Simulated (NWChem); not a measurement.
Species: C2H3BF2O; SMILES O=CCB(F)F

```xyz
9

O      0.0101     1.6870    -0.9524
C     -0.0041     1.6748     0.2503
C     -0.0102     0.4096     1.0681
B     -0.0008    -0.8353     0.1034
F     -1.1211    -1.3859    -0.3180
F      1.1274    -1.3843    -0.2983
H     -0.0136     2.6330     0.8301
H      0.8682     0.4269     1.7362
H     -0.8989     0.4254     1.7222
```
Atoms are numbered in this order, from 1.

Level: PBE0/def2-SVP (NWChem), optimised geometry, unscaled harmonic frequencies. 

| frequency (cm⁻¹) | IR intensity (km/mol) |
|---|---|
| 51 | 1.3 |
| 109 | 4.1 |
| 114 | 2.9 |
| 314 | 0.3 |
| 458 | 36.3 |
| 515 | 20.8 |
| 690 | 2.2 |
| 713 | 0.6 |
| 852 | 12.9 |
| 931 | 10.2 |
| 945 | 0.2 |
| 1175 | 2.1 |
| 1231 | 45.8 |
| 1352 | 236.0 |
| 1391 | 72.5 |
| 1436 | 97.0 |
| 1456 | 324.8 |
| 1868 | 183.8 |
| 2938 | 108.5 |
| 3073 | 1.4 |
| 3129 | 0.0 |

```json
{
  "zero_point_energy": "35.4 kcal/mol",
  "thermal correction to the enthalpy at 298.15 K (with zero-point energy)": "40.0 kcal/mol",
  "heat capacity Cv": "20.0 cal/(mol K)",
  "entropy at 298.15 K and 1 atm (symmetry number 1)": "81.3 cal/(mol K)",
  "dipole_moment": "3.44 D"
}
```

Rigid rotor and harmonic oscillator; modes under 100 cm⁻¹ make the entropy uncertain.
